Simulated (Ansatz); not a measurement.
# Which method gave which barrier?

Saddle point of SiNH5F2, closed shell (SiNH₃F₂ ([NH2][SiH]([F])[F]) + H₂ → SiH₂F₂ ([F][SiH2][F]) + NH₃; bonds formed: Si1–H7, N2–H6; bonds broken: Si1–N2, H6–H7), PBE0-D4/def2-TZVP structure:

| atom | x (Å) | y (Å) | z (Å) |
| --- | --- | --- | --- |
| Si1 | -0.7028 | -0.3103 | -0.1216 |
| N2 | 1.0623 | 0.2213 | -0.0525 |
| F3 | -0.4728 | -1.6539 | -1.0004 |
| F4 | -1.2343 | -1.0108 | 1.2089 |
| H5 | -1.5521 | 0.4227 | -1.0757 |
| H6 | 0.3782 | 1.1117 | 0.4492 |
| H7 | -0.6797 | 1.2103 | 0.8127 |
| H8 | 1.5950 | -0.2225 | 0.6884 |
| H9 | 1.6060 | 0.2318 | -0.9090 |

Computed with Ansatz 0.2.0 (basis: def2-TZVPP, with def2-QZVPP for the basis limit); correlated methods freeze the cores. B3LYP uses VWN-RPA correlation. Extrapolation: Hartree–Fock as exp(−7.88 √X), correlation as X^−2.97. Four methods, as single points on the PBE0-D4 structures, gave these electronic barriers from the start structure: 173.9, 207.0, 222.0, 267.3 kJ/mol.

Task: The methods were, in alphabetical order, B3LYP-D4, BHLYP-D4, HF, PBE-D4. Which gave which? (Judge from chemistry; the calculation decides.)

Result: The calculation gives: PBE-D4 173.9; B3LYP-D4 207.0; BHLYP-D4 222.0; HF 267.3 kJ/mol. For comparison, CCSD(T) at an estimated basis limit (MP2 extrapolated from triple and quadruple zeta, plus CCSD(T) − MP2 in triple zeta) gives 213.5 kJ/mol.

T1 diagnostic: at most 0.012.

Labels in which every atom is bracketed show which atoms are joined, not bond orders.

For scale, one of the runs: CCSD(T)/def2-TZVPP, 205 basis functions (an equivalent command: `ansatz run in.yaml --threads 4`). The run took 56 s on 4 CPU threads (shared host), with 2.8 GiB of host memory at its peak.
